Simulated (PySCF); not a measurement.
Ga(Cl)2(NH2) (Cl2GaH2N), SMILES [NH2][Ga]([Cl])[Cl]. The structure is a stationary point at PBE0-D3(BJ)/def2-SVP. The structure was generated by enumeration; whether it is a known compound was not checked. The values are those of a single conformer.

Method: PBE0-D3(BJ)/def2-SVP (PySCF).

Harmonic wavenumbers (cm⁻¹): 123, 126, 149, 199, 378, 403, 460, 737, 758, 1504, 3633, 3750. Rotational constants (GHz): 4.036, 2.101, 1.382; symmetry number 2.

Problem. Work out the zero-point energy and the ideal-gas rigid-rotor harmonic-oscillator thermochemistry at 298.15 K and 1 atm.

Solution. ZPE = ½ Σ hcν = ½ × 12219 cm⁻¹ = 73.08 kJ/mol. H − E(el) = 92.65 kJ/mol. Entropy in J/(mol K): translation 171.78, rotation 110.17, vibration 59.33, total 341.27. G − E(el) = -9.10 kJ/mol. Cp = 89.66 J/(mol K). Modes under 150 cm⁻¹ make the vibrational entropy uncertain.
